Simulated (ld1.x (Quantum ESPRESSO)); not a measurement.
## chromium (Cr): ultrasoft pseudisation with PBEsol, scalar-relativistic reference atom.

The input file (ld1.x (Quantum ESPRESSO) 7.5):

```
&input
   title='Cr', zed=24., rel=1, dft='PBESOL', iswitch=3,
   config='[Ar] 3d4 4s0 4p0',
   nld=3, rlderiv=1.80, eminld=-9.0, emaxld=5.0, deld=0.04
 /
 &inputp
   pseudotype=3, tm=.true., lloc=-1, rcloc=1.25,
   nlcc=.false.,
   which_augfun='PSQ', rmatch_augfun_nc=.true.,
   file_pseudopw='Cr.UPF', file_wfcaegen='ae.wfc', file_wfcncgen='nc.wfc', file_beta='beta', file_chi='chi', file_wfcusgen='us.wfc'
 /
6
3S  1  0   2.00   0.00  1.55  1.65  0.0
4S  2  0   0.00   0.00  1.55  1.65  0.0
3P  2  1   6.00   0.00  1.45  1.65  0.0
4P  3  1   0.00   0.00  1.45  1.65  0.0
3D  3  2   4.00   0.00  1.35  1.65  0.0
3D  3  2   0.00   2.40  1.35  1.65  0.0
 &test
   configts(1)='3s2 3p6 3d4 4s0 4p0'
 /
```

Command:

```bash
ld1.x < Cr.in > Cr.out
```

Resulting log (shortened: banner, matrices, multipoles, cross overlaps and the repeated all-electron block are left out):

```
Program LD1 v.7.5
     --------------------------- All-electron run ----------------------------

     Cr
     scalar relativistic calculation

     atomic number is 24.00
     dft =PBESOL   lsd =0 sic =0 latt =0  beta=0.20 tr2=1.0E-14
     Exchange-correlation= PBESOL
                           (   1   4  10   8   0   0   0)
     mesh =1183 r(mesh) =  99.18097 a.u. xmin = -7.00 dx = 0.01250
     1 Ry =  13.60569312 eV, c = 137.03599908

     n l     nl                  e(Ry)          e(Ha)          e(eV)
     1 0     1S 1( 2.00)      -433.3197      -216.6598     -5895.6142
     2 0     2S 1( 2.00)       -50.5483       -25.2742      -687.7448
     2 1     2P 1( 6.00)       -42.7524       -21.3762      -581.6766
     3 0     3S 1( 2.00)        -6.9736        -3.4868       -94.8804
     3 1     3P 1( 6.00)        -4.8738        -2.4369       -66.3120
     3 2     3D 1( 4.00)        -1.6767        -0.8384       -22.8131
     4 0     4S 1( 0.00)        -1.3541        -0.6770       -18.4228
     4 1     4P 1( 0.00)        -0.9724        -0.4862       -13.2297

     final scf error:  6.4E-15 reached in  27 iterations

     Etot =   -2097.224933 Ry,   -1048.612467 Ha,  -28534.198853 eV

     Ekin =    2118.289394 Ry,    1059.144697 Ha,   28820.795444 eV
     Encl =   -4973.597273 Ry,   -2486.798636 Ha,  -67669.238211 eV
     Eh   =     852.077566 Ry,     426.038783 Ha,   11593.105878 eV
     Exc  =     -93.994621 Ry,     -46.997310 Ha,   -1278.861964 eV

     normalization and overlap integrals

     s(1S/1S) =  1.000000  <r> =   0.0636  <r2> =    0.0054  r(max) =   0.0417
     s(2S/2S) =  1.000000  <r> =   0.2934  <r2> =    0.1017  r(max) =   0.2428
     s(2P/2P) =  1.000000  <r> =   0.2600  <r2> =    0.0832  r(max) =   0.1988
     s(3S/3S) =  1.000000  <r> =   0.8985  <r2> =    0.9318  r(max) =   0.7764
     s(3P/3P) =  1.000000  <r> =   0.9568  <r2> =    1.0786  r(max) =   0.7961
     s(3D/3D) =  1.000000  <r> =   1.2246  <r2> =    1.9298  r(max) =   0.8162
     s(4S/4S) =  1.000000  <r> =   2.6897  <r2> =    8.1964  r(max) =   2.3619
     s(4P/4P) =  1.000000  <r> =   3.2001  <r2> =   11.6410  r(max) =   2.7786

     ------------------------ End of All-electron run ------------------------

     --------------------- Generating US pseudopotential ---------------------

      Generating local potential from pseudized AE potential:
      Matching radius rcloc =   1.2500

      Local pseudo, rcloc= 1.249 Estimated cut-off energy=    15.25 Ry
      Wfc-us  3S rcutus= 1.644  Estimated cut-off energy=    20.53 Ry
      Wfc-us  4S rcutus= 1.644  Estimated cut-off energy=    42.61 Ry
      Wfc-us  3P rcutus= 1.644  Estimated cut-off energy=    31.41 Ry
      Wfc-us  4P rcutus= 1.644  Estimated cut-off energy=    59.63 Ry
      Wfc-us  3D rcutus= 1.644  Estimated cut-off energy=    42.91 Ry
      Wfc-us  3D rcutus= 1.644  Estimated cut-off energy=    37.15 Ry

     Q pseudized with Bessel functions
     Expected ecutrho=     228.4843 due to l1=  2   l2=  2

     ------------------- End of pseudopotential generation -------------------

     Computing logarithmic derivative in   1.80528
     Computing logarithmic derivative in   1.80528
     Computing the partial wave expansion
     R is outside the sphere for l=    0 j= 0.00
     R is outside the sphere for l=    0 j= 0.00
     R is outside the sphere for l=    1 j= 0.00
     R is outside the sphere for l=    1 j= 0.00
     R is outside the sphere for l=    2 j= 0.00
     R is outside the sphere for l=    2 j= 0.00

     ---------------------- Testing the pseudopotential ----------------------

     Cr
     scalar relativistic calculation

     atomic number is 24.00   valence charge is 14.00
     dft =PBESOL   lsd =0 sic =0 latt =0  beta=0.20 tr2=1.0E-14
     mesh =1183 r(mesh) =  99.18097 xmin = -7.00 dx = 0.01250

     n l     nl             e AE (Ry)        e PS (Ry)    De AE-PS (Ry)
     1 0     3S   1( 2.00)       -6.97358       -6.97358       -0.00000
     2 1     3P   1( 6.00)       -4.87384       -4.87384       -0.00000
     3 2     3D   1( 4.00)       -1.67673       -1.67674        0.00000
     2 0     4S   1( 0.00)       -1.35405       -1.35405       -0.00000
     3 1     4P   1( 0.00)       -0.97237       -0.97236       -0.00001

     eps = 5.3E-15  iter =  5

     Etot =   -2097.224933 Ry,   -1048.612467 Ha,  -28534.198853 eV
     Etotps =  -171.948068 Ry,     -85.974034 Ha,   -2339.472646 eV

     Ekin =      40.331777 Ry,      20.165888 Ha,     548.741778 eV
     Encl =    -356.257159 Ry,    -178.128579 Ha,   -4847.125573 eV
     Ehrt =     127.700607 Ry,      63.850304 Ha,    1737.455272 eV
     Ecxc =     -18.330564 Ry,      -9.165282 Ha,    -249.400029 eV
     Epseu=      34.607271 Ry,      17.303635 Ha,     470.855906 eV

     ---------------------- End of pseudopotential test ----------------------
```

The ghost test of this file was not conclusive. Its overlap operator is not positive definite in a basis up to 400 Ry (lowest eigenvalue p -6.37), so the file is unfit for use: the generalised eigenproblem breaks down once the basis is large enough, and its test numbers describe a broken file.

Generation and configuration tests took about 1.7 s on one core of a shared server CPU.

Transferability test of the new file with ld1.x, input:

```
&input
   title='Cr', zed=24., rel=1, dft='PBESOL', iswitch=2,
   config='[Ar] 3d4 4s0 4p0'
 /
 &test
   file_pseudo='Cr.UPF', nconf=8,
   configts(1)='3s2 3p6 3d4 4s0 4p0',
   configts(2)='3s2 3p6 3d5 4s1 4p0',
   configts(3)='3s2 3p6 3d5 4s0 4p0',
   configts(4)='3s2 3p6 3d3 4s0 4p0',
   configts(5)='3s2 3p5 3d5 4s1 4p0',
   configts(6)='3s1 3p6 3d5 4s1 4p0',
   configts(7)='3s2 3p6 3d2 4s0 4p0',
   configts(8)='3s2 3p6 3d5 4s0.5 4p0'
 /
```

```bash
ld1.x < Cr.test.in > Cr.test.out
```

Pseudopotential blocks of its output, shortened (energy terms left out; the distinct warnings before each block abridged to one line each):

```
     ---------------------- Testing the pseudopotential ----------------------

     n l     nl             e AE (Ry)        e PS (Ry)    De AE-PS (Ry)
     1 0     3S   1( 2.00)       -6.97358       -6.97358       -0.00000
     2 1     3P   1( 6.00)       -4.87384       -4.87384       -0.00000
     3 2     3D   1( 4.00)       -1.67673       -1.67674        0.00000
     2 0     4S   1( 0.00)       -1.35405       -1.35405       -0.00000
     3 1     4P   1( 0.00)       -0.97237       -0.97236       -0.00001

     eps = 9.8E-15  iter =  5

     Etot =   -2097.224933 Ry,   -1048.612467 Ha,  -28534.198853 eV
     Etotps =  -171.948067 Ry,     -85.974034 Ha,   -2339.472636 eV

     ---------------------- End of pseudopotential test ----------------------

          ---------------------- Testing the pseudopotential ----------------------

     n l     nl             e AE (Ry)        e PS (Ry)    De AE-PS (Ry)
     1 0     3S   1( 2.00)       -5.42207       -5.41479       -0.00728  !
     2 1     3P   1( 6.00)       -3.33220       -3.33023       -0.00197
     3 2     3D   1( 5.00)       -0.21523       -0.21529        0.00006
     2 0     4S   1( 1.00)       -0.29513       -0.29512       -0.00001
     3 1     4P   1( 0.00)       -0.07013       -0.07871        0.00859  !

     eps = 9.7E-15  iter = 15

     Etot =   -2098.907094 Ry,   -1049.453547 Ha,  -28557.085811 eV
     Etotps =  -173.628734 Ry,     -86.814367 Ha,   -2362.339268 eV
     dEtot_ae =      -1.682160 Ry
     dEtot_ps =      -1.680666 Ry,   Delta E=      -0.001494 Ry

     ---------------------- End of pseudopotential test ----------------------

          ---------------------- Testing the pseudopotential ----------------------

     n l     nl             e AE (Ry)        e PS (Ry)    De AE-PS (Ry)
     1 0     3S   1( 2.00)       -5.93270       -5.92530       -0.00740  !
     2 1     3P   1( 6.00)       -3.84592       -3.84257       -0.00335
     3 2     3D   1( 5.00)       -0.72348       -0.72236       -0.00111
     2 0     4S   1( 0.00)       -0.72336       -0.72259       -0.00077
     3 1     4P   1( 0.00)       -0.43085       -0.43925        0.00840  !

     eps = 5.6E-15  iter = 14

     Etot =   -2098.401970 Ry,   -1049.200985 Ha,  -28550.213258 eV
     Etotps =  -173.123904 Ry,     -86.561952 Ha,   -2355.470711 eV
     dEtot_ae =      -1.177037 Ry
     dEtot_ps =      -1.175837 Ry,   Delta E=      -0.001200 Ry

     ---------------------- End of pseudopotential test ----------------------

          ---------------------- Testing the pseudopotential ----------------------

     n l     nl             e AE (Ry)        e PS (Ry)    De AE-PS (Ry)
     1 0     3S   1( 2.00)       -8.26508       -8.29486        0.02978  !
     2 1     3P   1( 6.00)       -6.14441       -6.15927        0.01486  !
     3 2     3D   1( 3.00)       -2.87214       -2.88582        0.01368  !
     2 0     4S   1( 0.00)       -2.10962       -2.12299        0.01337  !
     3 1     4P   1( 0.00)       -1.64511       -1.65587        0.01075  !

     eps = 6.8E-15  iter = 10

     Etot =   -2094.968151 Ry,   -1047.484076 Ha,  -28503.493771 eV
     Etotps =  -169.685894 Ry,     -84.842947 Ha,   -2308.694195 eV
     dEtot_ae =       2.256782 Ry
     dEtot_ps =       2.262174 Ry,   Delta E=      -0.005392 Ry

     ---------------------- End of pseudopotential test ----------------------

          ---------------------- Testing the pseudopotential ----------------------

     n l     nl             e AE (Ry)        e PS (Ry)    De AE-PS (Ry)
     1 0     3S   1( 2.00)       -6.39019       -6.38388       -0.00631  !
     2 1     3P   1( 5.00)       -4.28712       -4.28162       -0.00550  !
     3 2     3D   1( 5.00)       -1.08506       -1.08460       -0.00045
     2 0     4S   1( 1.00)       -0.84993       -0.84940       -0.00053
     3 1     4P   1( 0.00)       -0.51953       -0.52131        0.00177

     eps = 5.6E-15  iter = 16

     Etot =   -2095.128062 Ry,   -1047.564031 Ha,  -28505.669459 eV
     Etotps =  -169.852383 Ry,     -84.926191 Ha,   -2310.959398 eV
     dEtot_ae =       2.096872 Ry
     dEtot_ps =       2.095684 Ry,   Delta E=       0.001187 Ry

     ---------------------- End of pseudopotential test ----------------------

          ---------------------- Testing the pseudopotential ----------------------

     n l     nl             e AE (Ry)        e PS (Ry)    De AE-PS (Ry)
     1 0     3S   1( 1.00)       -6.40825       -6.42242        0.01417  !
     2 1     3P   1( 6.00)       -4.30373       -4.30523        0.00150
     3 2     3D   1( 5.00)       -1.09873       -1.10220        0.00347
     2 0     4S   1( 1.00)       -0.84929       -0.85208        0.00279
     3 1     4P   1( 0.00)       -0.51873       -0.51423       -0.00450

     eps = 5.4E-15  iter = 17

     Etot =   -2093.024230 Ry,   -1046.512115 Ha,  -28477.045379 eV
     Etotps =  -167.742860 Ry,     -83.871430 Ha,   -2282.257870 eV
     dEtot_ae =       4.200703 Ry
     dEtot_ps =       4.205208 Ry,   Delta E=      -0.004505 Ry

     ---------------------- End of pseudopotential test ----------------------

          Warning: n=1, l=0 expected 0 nodes, found 1
     Warning: n=2, l=1 expected 0 nodes, found 1
     Warning: n=3, l=2 expected 0 nodes, found 1
     ---------------------- Testing the pseudopotential ----------------------

     n l     nl             e AE (Ry)        e PS (Ry)    De AE-PS (Ry)
     1 0     3S   1( 2.00)       -9.74049       -9.83172        0.09123  !
     2 1     3P   1( 6.00)       -7.59456       -7.63681        0.04225  !
     3 2     3D   1( 2.00)       -4.25988       -4.30775        0.04787  !
     2 0     4S   1( 0.00)       -2.96610       -3.02577        0.05967  !
     3 1     4P   1( 0.00)       -2.42671       -2.50407        0.07736  !

     eps = 8.7E-15  iter = 30

     Etot =   -2091.416819 Ry,   -1045.708410 Ha,  -28455.175436 eV
     Etotps =  -166.105679 Ry,     -83.052840 Ha,   -2259.982898 eV
     dEtot_ae =       5.808114 Ry
     dEtot_ps =       5.842388 Ry,   Delta E=      -0.034274 Ry

     ---------------------- End of pseudopotential test ----------------------

          ---------------------- Testing the pseudopotential ----------------------

     n l     nl             e AE (Ry)        e PS (Ry)    De AE-PS (Ry)
     1 0     3S   1( 2.00)       -5.66331       -5.65580       -0.00751  !
     2 1     3P   1( 6.00)       -3.57501       -3.57236       -0.00264
     3 2     3D   1( 5.00)       -0.45675       -0.45628       -0.00047
     2 0     4S   1( 0.50)       -0.50322       -0.50288       -0.00034
     3 1     4P   1( 0.00)       -0.24266       -0.25210        0.00944  !

     eps = 8.3E-15  iter = 20

     Etot =   -2098.708153 Ry,   -1049.354077 Ha,  -28554.379090 eV
     Etotps =  -173.429851 Ry,     -86.714925 Ha,   -2359.633326 eV
     dEtot_ae =      -1.483220 Ry
     dEtot_ps =      -1.481783 Ry,   Delta E=      -0.001437 Ry

     ---------------------- End of pseudopotential test ----------------------
```
